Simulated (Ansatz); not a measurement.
A run for Ansatz (a quantum-chemistry and plane-wave program): U-CCSD(T)/def2-TZVPP on SiRu, 2S+1 = 3, a spin state set in the input, which need not be the lowest, a point of a bond scan (R = 2.086 Å). Elements past Kr take the def2 small-core potentials; no spin–orbit coupling.

Ansatz 0.2 input:
```yaml
crystal:
  periodic: [false, false, false]
  atoms:
    - {symbol: Ru, position_ang: [0.00000000, 0.00000000, 0.00000000]}
    - {symbol: Si, position_ang: [0.00000000, 0.00000000, 2.08598300]}
basis:
  gaussian:
    orbitals: def2-TZVPP
    pivot_positions_ang: [[0.00000000, 0.00000000, 0.00000000], [0.00000000, 0.00000000, 2.08598300]]
magnetization: {spin_polarized: true, initial_magnetization: 2}
correlation: {method: ccsd_t, electrons: valence}
output: {orbitals: {seedname: ./end}}
```

Output:

```
WARN ansatz: RAYON_NUM_THREADS=2 ignored (pool sized by the plan → 2); use --threads N
Functional definition: HF
integrals: 0.16 GiB planned
707 factors; integrals over basis functions are off by at most 3.3e-4 eV
mean field: 0.29 GiB planned
mean field evaluation 1: about -10407.6716 eV, gradient 4.9e1 eV
mean field evaluation 2: about -10407.8951 eV, gradient 4.9e1 eV
mean field evaluation 4: about -10419.4941 eV, gradient 7.5e0 eV
mean field evaluation 8: about -10420.5323 eV, gradient 2.1e0 eV
mean field evaluation 16: about -10421.6309 eV, gradient 2.3e-1 eV
mean field evaluation 32: about -10421.6415 eV, gradient 1.4e-1 eV
mean field evaluation 64: about -10378.5715 eV, gradient 1.1e2 eV
mean field evaluation 96: about -10419.8926 eV, gradient 8.1e-1 eV
mean field evaluation 128: about -10419.9000 eV, gradient 2.7e-5 eV
mean field evaluation 160: about -10421.5755 eV, gradient 1.4e-3 eV
mean field evaluation 192: about -10421.6412 eV, gradient 1.7e-1 eV
mean field evaluation 224: about -10421.4407 eV, gradient 4.7e-2 eV
mean field evaluation 256: about -10421.4433 eV, gradient 4.2e-1 eV
mean field evaluation 288: about -10418.0700 eV, gradient 2.8e0 eV
mean field evaluation 320: about -10421.4302 eV, gradient 5.5e-1 eV
mean field evaluation 352: about -10421.5514 eV, gradient 2.7e-1 eV
mean field evaluation 384: about -10419.1385 eV, gradient 1.5e0 eV
mean field evaluation 416: about -10420.1858 eV, gradient 1.2e0 eV
mean field evaluation 448: about -10420.5399 eV, gradient 5.0e-1 eV
mean field evaluation 480: about -10415.6915 eV, gradient 2.2e1 eV
mean field evaluation 512: about -10420.2143 eV, gradient 1.1e1 eV
mean field evaluation 544: about -10421.5216 eV, gradient 2.1e-1 eV
mean field evaluation 576: about -10421.6466 eV, gradient 6.1e-2 eV
mean field evaluation 608: about -10421.6451 eV, gradient 1.4e-1 eV
mean field evaluation 640: about -10421.5962 eV, gradient 6.1e-1 eV
mean field evaluation 672: about -10421.4582 eV, gradient 1.3e0 eV
mean field evaluation 704: about -10421.5131 eV, gradient 2.9e-1 eV
mean field evaluation 736: about -10421.6453 eV, gradient 1.1e-1 eV
mean field evaluation 768: about -10417.9675 eV, gradient 1.6e1 eV
mean field evaluation 800: about -10419.6110 eV, gradient 2.9e0 eV
mean field evaluation 832: about -10420.0569 eV, gradient 1.5e-2 eV
mean field evaluation 864: about -10415.7279 eV, gradient 2.2e1 eV
mean field evaluation 896: about -10417.3056 eV, gradient 1.4e1 eV
mean field evaluation 928: about -10419.4462 eV, gradient 3.0e0 eV
mean field evaluation 960: about -10416.5829 eV, gradient 7.5e0 eV
mean field evaluation 992: about -10420.7781 eV, gradient 2.3e0 eV
mean field evaluation 1024: about -10420.9397 eV, gradient 2.2e0 eV
mean field evaluation 1056: about -10421.0119 eV, gradient 5.6e-1 eV
mean field evaluation 1088: about -10419.4271 eV, gradient 1.0e0 eV
mean field evaluation 1120: about -10419.2696 eV, gradient 1.2e0 eV
mean field evaluation 1152: about -10420.3527 eV, gradient 5.0e-2 eV
mean field evaluation 1184: about -10420.3238 eV, gradient 1.5e0 eV
mean field evaluation 1216: about -10420.3898 eV, gradient 3.9e-1 eV
mean field evaluation 1248: about -10420.4102 eV, gradient 4.3e-1 eV
mean field evaluation 1280: about -10419.7245 eV, gradient 2.8e0 eV
mean field evaluation 1312: about -10419.9938 eV, gradient 7.7e-1 eV
mean field evaluation 1344: about -10420.1880 eV, gradient 1.1e0 eV
mean field evaluation 1376: about -10420.2256 eV, gradient 5.8e-1 eV
mean field evaluation 1408: about -10420.6680 eV, gradient 2.1e0 eV
mean field evaluation 1440: about -10420.8629 eV, gradient 3.1e-1 eV
mean field evaluation 1472: about -10420.7858 eV, gradient 5.0e-1 eV
mean field evaluation 1504: about -10418.1234 eV, gradient 7.2e0 eV
mean field evaluation 1536: about -10419.6165 eV, gradient 1.5e0 eV
mean field evaluation 1568: about -10419.9024 eV, gradient 7.4e-1 eV
mean field evaluation 1600: about -10417.8429 eV, gradient 8.7e0 eV
mean field evaluation 1632: about -10418.8072 eV, gradient 4.6e0 eV
mean field evaluation 1664: about -10419.7234 eV, gradient 1.5e0 eV
mean field evaluation 1696: about -10417.5000 eV, gradient 1.4e1 eV
mean field evaluation 1728: about -10416.5327 eV, gradient 1.3e1 eV
mean field evaluation 1760: about -10415.6748 eV, gradient 1.3e1 eV
mean field evaluation 1792: about -10417.3368 eV, gradient 2.5e1 eV
mean field evaluation 1824: about -10415.6901 eV, gradient 1.3e1 eV
mean field evaluation 1856: about -10415.9009 eV, gradient 1.8e1 eV
mean field evaluation 1888: about -10418.2629 eV, gradient 2.2e1 eV
mean field evaluation 1920: about -10417.4188 eV, gradient 9.5e0 eV
mean field evaluation 1952: about -10421.4404 eV, gradient 4.6e-6 eV
mean field -10421.64687480 eV, -382.9884586030 hartree, gradient 3.1e-7 eV, S^2 3.466891; 40 other end points of the search recorded, 0 dependent functions left out
determinant -10421.64687480 eV, -382.9884586030 hartree, with singles and doubles -10439.07973980 eV, -383.6291045754 hartree
determinant -10421.64547485 eV, -382.9884071556 hartree, with singles and doubles -10439.08342598 eV, -383.6292400399 hartree
determinant -10421.64130989 eV, -382.9882540964 hartree, with singles and doubles -10439.09360327 eV, -383.6296140486 hartree
determinant -10421.57546249 eV, -382.9858342488 hartree, with singles and doubles -10439.11762509 eV, -383.6304968339 hartree
determinant -10421.54282593 eV, -382.9846348775 hartree, with singles and doubles -10439.14987318 eV, -383.6316819294 hartree
determinant -10421.44037307 eV, -382.9808698044 hartree, with singles and doubles -10438.86401784 eV, -383.6211769395 hartree
determinant -10421.22127549 eV, -382.9728181168 hartree, with singles and doubles -10438.81902504 eV, -383.6195234846 hartree
determinant -10420.89849847 eV, -382.9609562800 hartree, with singles and doubles -10437.84081380 eV, -383.5835748844 hartree
determinant -10420.89075858 eV, -382.9606718443 hartree, with singles and doubles -10438.84846528 eV, -383.6206053935 hartree
determinant -10420.48269663 eV, -382.9456758443 hartree, with singles and doubles -10439.14845834 eV, -383.6316299352 hartree
determinant -10420.35759307 eV, -382.9410783732 hartree, with singles and doubles -10437.62640022 eV, -383.5756953306 hartree
determinant -10420.35377873 eV, -382.9409381988 hartree, with singles and doubles -10437.61855148 eV, -383.5754068950 hartree
determinant -10420.31225531 eV, -382.9394122411 hartree, with singles and doubles -10436.73500540 eV, -383.5429371753 hartree
determinant -10420.20550697 eV, -382.9354893123 hartree, with singles and doubles -10436.85047701 eV, -383.5471806787 hartree
determinant -10419.89999317 eV, -382.9242618871 hartree, with singles and doubles -10436.80082619 eV, -383.5453560448 hartree
determinant -10419.73982971 eV, -382.9183759886 hartree, with singles and doubles -10436.80760033 eV, -383.5456049900 hartree
determinant -10419.70051889 eV, -382.9169313425 hartree, with singles and doubles -10437.67014923 eV, -383.5773030773 hartree
determinant -10421.64687480 eV, -382.9884586030 hartree, with singles and doubles -10439.24959598 eV, -383.6353466746 hartree
determinant -10421.64547485 eV, -382.9884071556 hartree, with singles and doubles -10439.25047171 eV, -383.6353788572 hartree
determinant -10421.64130989 eV, -382.9882540964 hartree, with singles and doubles -10439.25214422 eV, -383.6354403210 hartree
determinant -10421.57546249 eV, -382.9858342488 hartree, with singles and doubles -10439.25740046 eV, -383.6356334841 hartree
determinant -10421.54282593 eV, -382.9846348775 hartree, with singles and doubles -10439.26583433 eV, -383.6359434230 hartree
determinant -10421.44037307 eV, -382.9808698044 hartree, with singles and doubles -10438.93952797 eV, -383.6239518857 hartree
determinant -10421.22127549 eV, -382.9728181168 hartree, with singles and doubles -10438.93995016 eV, -383.6239674007 hartree
determinant -10420.89075858 eV, -382.9606718443 hartree, with singles and doubles -10439.05403371 eV, -383.6281598938 hartree
determinant -10420.48269663 eV, -382.9456758443 hartree, with singles and doubles -10439.22515994 eV, -383.6344486667 hartree
mean field evaluation 1984: about -10420.4827 eV, gradient 1.8e-3 eV
5 core orbitals not correlated
reference -10420.48269663 eV, -382.9456758443 hartree; 11, 9 occupied and 82, 84 virtual orbitals, 707 factors
second order -19.50910908 eV of doubles, -0.00000000 eV of singles
coupled cluster: 0.56 GiB planned
cycle   1  -18.74246936 eV  change   -6.1e-6 eV  update   5.1e-6
coupled cluster: 0.56 GiB planned
perturbative correction -1.20681270 eV, -0.0443495487 hartree
WARN: the results are in doubt because among natural orbitals full CI differs from the method by -0.095 eV
Total energy: -10440.43197869 eV, -383.6787984380 hartree
In doubt: among natural orbitals full CI differs from the method by -0.095 eV
```

The run converged. Its determinant has ⟨S²⟩ = 2.15, a mixture of spin states.

Warnings raised: large difference.

Cost: very roughly 8 core-minutes.
